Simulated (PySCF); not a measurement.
NMR data simulated for an unnamed compound:

¹H NMR (300 MHz, computed): δ 9.49 (s, 1H), 3.29 (m, 2H).

¹³C{¹H} NMR (computed): δ 180.0 (CH), 133.4 (C), 93.6 (C), 90.5 (C), 29.8 (CH2).

- structure optimised with GFN2-xTB
- σ from GIAO-PBE0/pcSseg-1
- code: PySCF 2.14
- one conformer, in vacuum, equivalent nuclei averaged, relativity neglected

δ = σ(ref) − σ, references computed at the same level: ¹H (31.72 ppm) and ¹³C (186.93 ppm) against TMS.

Problem. Which of these does the molecule contain: an OH group, a C≡C triple bond, a CF3 group, an aldehyde, a carboxylic acid, a methoxy group?

Solution. 
- An OH group: no.
- A C≡C triple bond: yes (δC 90.5, 93.6).
- A CF3 group: yes (δC 133.4).
- An aldehyde: yes (δC 180.0; δH 9.49 (s)).
- A carboxylic acid: no.
- A methoxy group: no.

The data belong to `O=CC#CCC(F)(F)F`, C5H3F3O; they needn't prove each group on their own.

Carbon signals by region: 1 in the far downfield region (above 160 ppm), 1 in the sp2 and nitrile region (100–160 ppm), 2 at 50–100 ppm, 1 below 50 ppm. Above 160 ppm: 180.0, aldehyde carbonyl carbon.

Splittings by ¹⁹F in the carbon and heteronuclear signals aren't shown, as no couplings were computed. Shifts are as computed. Against solution values, carbons near 30 ppm lie about +3 ppm off and those near 130 ppm about +5 ppm. Of 1309 compounds with measured shifts, 239 miss one by over three times the rms of a fit or turn the order of signals round; such compounds aren't used in these exercises. No couplings were computed; multiplicities are counted from neighbouring protons, with m where these are inequivalent, close in shift, in a saturated or five-membered ring or joined by F or P, and br s for small geminal =CH2 splittings.
